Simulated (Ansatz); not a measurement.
`C[SiH]1N=C[SiH2]O1` → 2 C• + 7 H• + N• + O• + 2 Si•  (atomization)

Calculated with Ansatz (gas phase, PBE0-D4/def2-TZVP geometries, no zero-point term in ΔE). CCSD(T)/CBS is the MP2 limit (def2-TZVPP, def2-QZVPP) plus CCSD(T) − MP2 in def2-TZVPP, frozen cores. This one scheme is used for every species, atoms too. For atomizations the MP2-based limit and the directly extrapolated one differ by several kJ/mol either way, and by 10 to 25 for some Ge, Se and Sn compounds, so smaller differences from it don't rank the levels. DFT in def2-TZVPP. No spin–orbit coupling; open shells (•) take unrestricted orbitals. Spin–orbit coupling would lower the free atoms: a little for C, O, Si.

Q: What is ΔE at CCSD(T)/CBS? (Best estimate.)

A: Computed: +52.84 eV.

Q: What do these levels give: PBE0-D4, ωB97M-V, PBE, MP2/def2-TZVPP, MP2/def2-QZVPP, HF/CBS(def2)? (Estimate.)

A: The calculation gave: PBE0-D4 52.65, ωB97M-V 53.01, PBE 53.19, MP2/def2-TZVPP 52.22, MP2/def2-QZVPP 53.14, HF/CBS(def2) 38.42 eV.

Largest T1 diagnostic among the species: 0.013.

In def2-TZVPP, CCSD(T) changes the Hartree–Fock value by +13.03 eV (the triples alone add +0.83 eV) and MP2 by +13.94 eV; breaking electron pairs costs correlation energy, which Hartree–Fock lacks. The D4 term adds +0.58 eV with B3LYP and +0.30 eV with PBE0; it sums over pairs of atoms, weighted by their polarisabilities, and B3LYP, whose exchange is more repulsive, gets the larger term. From PBE to PBE0 (25 % exact exchange), in def2-TZVPP and without D4, ΔE moves by −0.84 eV: exact exchange takes away binding that semilocal exchange gives to molecules.

B3LYP here is the variant with VWN-RPA as its local correlation; programs differ in this.
